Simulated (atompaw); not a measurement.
## Logarithmic derivatives: carbon (C), PAW (atompaw)

atompaw 4.2.0.5 input, output lines left out:

```
C 6
GGA-PBE loggrid 1500 logderivrange -3 5 201
2 2 0 0 0 0
2 1 2
0 0 0
c
v
v
2
2.25 1.82 1.90 1.35
y
-0.5
n
y
1.3
n
y
0.15
y
0.7
n
custom rrkj gramschmidtortho sinc
bessel
1.20
1.20
2.25
2.25
2.25
2.25
```

The phase is arctan(r·u′/u) with u = r·R(r), unwrapped; energies in Ry, scanned from -3 to 5 Ry. A pole is an energy at which the radial function vanishes at the test radius. The pseudo phase is shifted by a multiple of π to meet the all-electron one at the reference energy, and phase errors are pseudo minus all-electron; the curves can meet again beyond the range given. Levels narrower than the energy grid can be missing from the lists of poles.

| channel | radius (bohr) | reference energy (Ry) | poles, all-electron | poles, pseudo | unbroken range about the reference energy with phases within 0.05 rad | phase error 1 Ry above the reference energy (rad) |
| --- | --- | --- | --- | --- | --- | --- |
| s | 2.25 | -1.01 | -0.34 | -0.34 | the whole range | +0.000 |
| p | 2.25 | -0.39 | 0.29 | 0.29 | the whole range | -0.000 |
| d | 2.25 | 0.15 | 4.18 | 4.20 | the whole range | -0.000 |

Phases in the s channel:

```csv
E (Ry),all-electron,pseudo
-3.00,1.248,1.248
-2.76,1.221,1.221
-2.52,1.186,1.186
-2.28,1.137,1.137
-2.04,1.062,1.062
-1.80,0.934,0.934
-1.56,0.669,0.669
-1.32,0.022,0.022
-1.08,-0.855,-0.855
-0.84,-1.277,-1.277
-0.60,-1.462,-1.462
-0.36,-1.564,-1.564
-0.12,-1.632,-1.632
0.12,-1.684,-1.684
0.36,-1.728,-1.728
0.60,-1.768,-1.768
0.84,-1.809,-1.809
1.08,-1.853,-1.852
1.32,-1.902,-1.902
1.56,-1.961,-1.961
1.80,-2.037,-2.036
2.04,-2.138,-2.136
2.28,-2.284,-2.280
2.52,-2.502,-2.493
2.76,-2.829,-2.813
3.00,-3.254,-3.232
3.24,-3.661,-3.638
3.48,-3.957,-3.938
3.72,-4.151,-4.136
3.96,-4.281,-4.268
4.20,-4.371,-4.360
4.44,-4.437,-4.427
4.68,-4.487,-4.478
4.92,-4.527,-4.518
```
